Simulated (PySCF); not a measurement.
Match the calculated data to a structure.

All candidates are C5H8O3.

- 13C NMR: chemical shifts (computed TMS as zero) by class: 207.6 (1 C), 166.1 (1 C), 68.2 (1 C), 48.7 (1 C), 12.9 (1 C) ppm [GIAO PBE0/pcSseg-1]
- UV, first state: lowest singlet excitation: 4.34 eV (286 nm, f = 0.000) [TDDFT PBE0/def2-SVPD]
- Triplet: lowest triplet excitation (Tamm–Dancoff): 3.70 eV [TDA PBE0/def2-SVPD]
- UV, strongest line: among the 8 lowest singlet transitions: S8 at 7.92 eV (157 nm, f = 0.045) [TDDFT PBE0/def2-SVPD]
- NMR, other nuclei: isotropic shieldings of nuclei other than C and H, by class: -346 (1 O), -112 (1 O), 134 (1 O) ppm [GIAO PBE0/pcSseg-1]
- Rotational structure: rotational constants A, B, C: 3.369, 1.290, 1.119 GHz [GFN2-xTB]

Electronic properties: PySCF, gas phase, density fitting. Levels stand in brackets. Isolated species at its GFN2-xTB geometry (one conformer only). NMR classes are plain means over equivalent atoms (diastereotopic ones count apart unless rotation or inversion swaps them), as if these changed places fast.

Task: Which candidate is it?
A. `O=C(O)[C@H]1CCCO1`
B. `O=C[C@@H]1CO[C@H]1CO`
C. `O=C[C@@H]1CO[C@@H]1CO`
D. `C[C@H](C=O)COC=O`

Result: D. It is `C[C@H](C=O)COC=O`. Numbering: `[CH3:1][C@H:2]([CH:3]=[O:4])[CH2:5][O:6][CH:7]=[O:8]`. Its formula, C5H8O3, gives 2 degrees of unsaturation: 0 rings and 2 π bonds in the structure found. 5 carbons fall into 5 classes; from least to most shielded: aldehyde carbon [C3] (207.6 ppm), ester carbonyl carbon [C7] (166.1 ppm), sp3 carbon bound to oxygen [C5] (68.2 ppm), sp3 carbon next to a carbonyl [C2] (48.7 ppm), methyl carbon [C1] (12.9 ppm). The other shieldings belong to: -346 ppm, aldehyde oxygen [O4]; -112 ppm, ester carbonyl oxygen [O8]; 134 ppm, ester single-bonded oxygen [O6]. S1 is mainly HOMO→LUMO (weight 0.98); the largest Löwdin shares of the orbital it empties are 0.56 on the aldehyde oxygen, 0.16 on the aldehyde carbon, 0.11 on the sp3 carbon next to a carbonyl and 0.09 on a formyl hydrogen, of the orbital it fills 0.40 on the aldehyde carbon, 0.35 on the aldehyde oxygen, 0.07 on the sp3 carbon next to a carbonyl and 0.06 on a formyl hydrogen. The optimised geometry has point group C1 and is an asymmetric top.

The others, at the same levels:
- `O=C(O)[C@H]1CCCO1` fails: its computed 13C shifts are 182.3 (1 C), 78.6 (1 C), 72.7 (1 C), 33.5 (1 C), 29.6 (1 C) ppm, lowest singlet excitation is 5.52 eV (225 nm, f = 0.001) (against 4.34 eV) and lowest triplet excitation (Tamm–Dancoff) is 5.02 eV (against 3.70 eV).
- `O=C[C@@H]1CO[C@H]1CO` fails: its computed 13C shifts are 205.1 (1 C), 83.4 (1 C), 68.7 (1 C), 67.8 (1 C), 49.5 (1 C) ppm and smallest rotational constant is 1.188 GHz (against 1.119 GHz).
- `O=C[C@@H]1CO[C@@H]1CO` fails: its computed 13C shifts are 206.4 (1 C), 92.3 (1 C), 71.8 (1 C), 64.9 (1 C), 46.8 (1 C) ppm, rotational constant A is 2.848 GHz (against 3.369 GHz) and smallest rotational constant is 1.527 GHz (against 1.119 GHz).

Each candidate is one conformer, not necessarily the lowest. The conformers computed, where there is a choice (atom-mapped SMILES and torsion angles):
- `[CH3:1][C@H:2]([CH:3]=[O:4])[CH2:5][O:6][CH:7]=[O:8]`: C1–C2–C3–O4 -127°, C1–C2–C5–O6 -64°, C2–C5–O6–C7 -77°, C5–O6–C7–O8 1°
- `[O:1]=[CH:2][C@@H:3]1[CH2:4][O:5][C@H:6]1[CH2:7][OH:8]`: O1–C2–C3–C4 -147°, O5–C6–C7–O8 49°, H–O8–C7–C6 -53°
- `[O:1]=[CH:2][C@@H:3]1[CH2:4][O:5][C@@H:6]1[CH2:7][OH:8]`: O1–C2–C3–C4 177°, O5–C6–C7–O8 -52°, H–O8–C7–C6 55°

The conformers of `O=C(O)[C@H]1CCCO1` aren't listed.
